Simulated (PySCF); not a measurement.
**Excitation energy of N⁺ by level of theory**

N⁺ [He] 2s2 2p2 (3P) → N⁺ [He] 2s1 2p3 (5S), as a difference of total energies. Computed with PySCF 2.14 in x2c-QZVPPall, with scalar relativity by spin-free X2C-1e. Correlated levels: valence and next inner shell: nothing frozen. The calculations carry no spin-orbit coupling.

```json
{"method": "UHF", "excitation energy (eV)": "4.017"}
{"method": "MP2 (valence and next inner shell)", "excitation energy (eV)": "5.300"}
{"method": "SCS-MP2 (valence and next inner shell)", "excitation energy (eV)": "5.928"}
{"method": "CCSD (valence and next inner shell)", "excitation energy (eV)": "5.669"}
{"method": "CCSD(T) (valence and next inner shell)", "excitation energy (eV)": "5.717"}
```

Q: How much does correlation contribute at CCSD(T) (valence and next inner shell)?

A: 5.717 − (4.017) = 1.700 eV, measured against UHF.

Errors of the correlated levels include the incompleteness of this basis.

For comparison: 5.790 eV (measured; NIST levels, between the centres of gravity of the two terms).
